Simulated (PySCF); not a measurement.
Gas-phase reaction: 2 SnHF₃ + H₂ = 2 SnH₂ + 6 F

Computed with PySCF (xtb for GFN2) and rigid-rotor harmonic-oscillator thermochemistry at 1 bar. † marks an energy on the PBE0/def2-TZVP geometry and frequencies; other levels use their own. CCSD(T) freezes the core. Open shells (unrestricted): F (multiplicity 2, electronic degeneracy 6); the rest are closed-shell singlets. GFN2 has no spin-polarisation term. Spin-orbit splitting is ignored; it lowers the true energy and changes the entropy of F. B3LYP is the form with VWN-RPA correlation. Sn: scalar-relativistic def2 core potential, no spin-orbit coupling. SnHF₃, SnH₂: computed as isolated molecules; such fragments, hydroxides, amides, oligomers or adducts are transient or little studied in the gas. CCSD(T) isn't extrapolated to the basis-set limit; its ΔH°(298 K) is 2279.3 kJ in def2-SVP and 2443.2 kJ in def2-TZVPP. The harmonic model lacks anharmonicity and excited electronic states, which grow with temperature; levels with a mode under 35 cm⁻¹ are left out.

```json
[
 {"level": "B3LYP/def2-TZVP†", "ΔE electronic, kJ": "2463", "ΔH°(298 K), kJ": "2436", "ΔS°(298 K), J/K": "667", "ΔG°(1600 K), kJ": "1371"},
 {"level": "BLYP/def2-TZVP†", "ΔE electronic, kJ": "2529", "ΔH°(298 K), kJ": "2502", "ΔS°(298 K), J/K": "667", "ΔG°(1600 K), kJ": "1437"},
 {"level": "CCSD(T)/def2-SVP†", "ΔE electronic, kJ": "2306", "ΔH°(298 K), kJ": "2279", "ΔS°(298 K), J/K": "667", "ΔG°(1600 K), kJ": "1214"},
 {"level": "CCSD(T)/def2-TZVPP†", "ΔE electronic, kJ": "2470", "ΔH°(298 K), kJ": "2443", "ΔS°(298 K), J/K": "667", "ΔG°(1600 K), kJ": "1378"},
 {"level": "GFN2-xTB", "ΔE electronic, kJ": "1955", "ΔH°(298 K), kJ": "1939", "ΔS°(298 K), J/K": "620", "ΔG°(1600 K), kJ": "962"},
 {"level": "HF/def2-TZVP†", "ΔE electronic, kJ": "1725", "ΔH°(298 K), kJ": "1698", "ΔS°(298 K), J/K": "667", "ΔG°(1600 K), kJ": "633"},
 {"level": "M06-2X/def2-TZVP†", "ΔE electronic, kJ": "2607", "ΔH°(298 K), kJ": "2579", "ΔS°(298 K), J/K": "667", "ΔG°(1600 K), kJ": "1515"},
 {"level": "PBE0/def2-QZVP†", "ΔE electronic, kJ": "2495", "ΔH°(298 K), kJ": "2467", "ΔS°(298 K), J/K": "667", "ΔG°(1600 K), kJ": "1403"},
 {"level": "r2SCAN/def2-TZVP†", "ΔE electronic, kJ": "2561", "ΔH°(298 K), kJ": "2534", "ΔS°(298 K), J/K": "667", "ΔG°(1600 K), kJ": "1470"},
 {"level": "ωB97X-V/def2-TZVP†", "ΔE electronic, kJ": "2552", "ΔH°(298 K), kJ": "2525", "ΔS°(298 K), J/K": "667", "ΔG°(1600 K), kJ": "1460"}
]
```
ΔH° is lowest at HF/def2-TZVP† and highest at M06-2X/def2-TZVP†. No reference value is set beside these.
